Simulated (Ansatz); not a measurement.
`C[SiH2][SnH2][F]` + `C[SeH]` → `C[SiH2][Se]C` + `[F][SnH3]`  (cleavage of the Si–Sn bond)

Computed with Ansatz on PBE0-D4/def2-TZVP structures; ΔE is electronic, products minus reactants. CCSD(T)/CBS adds triple-zeta CCSD(T) − MP2 to the extrapolated MP2 energy (def2 sets, frozen cores). Functionals use def2-TZVPP. B3LYP here is the variant with VWN-RPA as its local correlation; programs differ in this. def2 core potentials past Kr. For Se, Sn outer-core shells are correlated without core-valence functions, which leaves a few kJ/mol of doubt a bond. Scalar relativity is left out up to krypton. One conformer a species, not always the lowest.

`C[SiH2][SnH2][F]`:

Cartesian coordinates in Å:
```
C -0.502 1.090 1.314
Si -0.558 0.676 -0.510
Sn 0.723 -1.510 -0.923
F 2.309 -1.282 0.172
H 0.533 1.144 1.657
H -0.982 2.053 1.503
H -1.016 0.327 1.902
H 0.081 1.739 -1.331
H -1.956 0.497 -0.993
H 0.021 -2.941 -0.302
H 1.347 -1.793 -2.488
```

`C[SeH]`:

```xyz
6

C    -0.133   -0.011    0.529
Se    0.153    0.833   -1.204
H    -0.916   -0.763    0.464
H    -0.452    0.785    1.201
H     0.793   -0.445    0.901
H     0.556   -0.399   -1.892
```

`C[SiH2][Se]C`:

Cartesian coordinates in Å:
```
C 1.377 -0.484 1.044
Si 0.446 -1.109 -0.451
Se -0.277 0.564 -1.809
C -1.534 1.371 -0.542
H 0.743 0.158 1.659
H 1.708 -1.323 1.662
H 2.253 0.091 0.738
H -0.726 -1.913 -0.004
H 1.319 -1.948 -1.313
H -1.003 1.799 0.305
H -2.257 0.630 -0.208
H -2.049 2.164 -1.082
```

`[F][SnH3]`:

```xyz
5

F    -0.415   -0.724    1.595
Sn    0.029    0.051   -0.111
H     1.622   -0.461   -0.417
H    -0.119    1.728    0.123
H    -1.117   -0.595   -1.190
```

Q: Is it downhill or uphill in electronic energy at CCSD(T)/CBS, and by how much? (Best estimate.)

A: Ansatz gave: Downhill: ΔE = -8.1 kcal/mol.

Q: What do these levels give: PBE-D4, B3LYP-D4, ωB97X-V, ωB97M-V, B2PLYP, PBE, PBE0, MP2/def2-TZVPP, SCS-MP2/def2-TZVPP, CCSD(T)/def2-TZVPP, SCS-MP2/def2-QZVPP, HF/CBS(def2)? (Estimate.)

A: Ansatz gave: PBE-D4 -6.6, B3LYP-D4 -7.5, ωB97X-V -8.2, ωB97M-V -8.6, B2PLYP -7.9, PBE -6.0, PBE0 -7.0, MP2/def2-TZVPP -9.7, SCS-MP2/def2-TZVPP -9.4, CCSD(T)/def2-TZVPP -8.5, SCS-MP2/def2-QZVPP -9.1, HF/CBS(def2) -9.3 kcal/mol.

Largest T1 diagnostic among the species: 0.014.

The D4 term adds −0.9 kcal/mol with B3LYP and −0.5 kcal/mol with PBE0; it sums over pairs of atoms, weighted by their polarisabilities, and B3LYP, whose exchange is more repulsive, gets the larger term. From PBE to PBE0 (25 % exact exchange), in def2-TZVPP and without D4, ΔE moves by −1.0 kcal/mol.
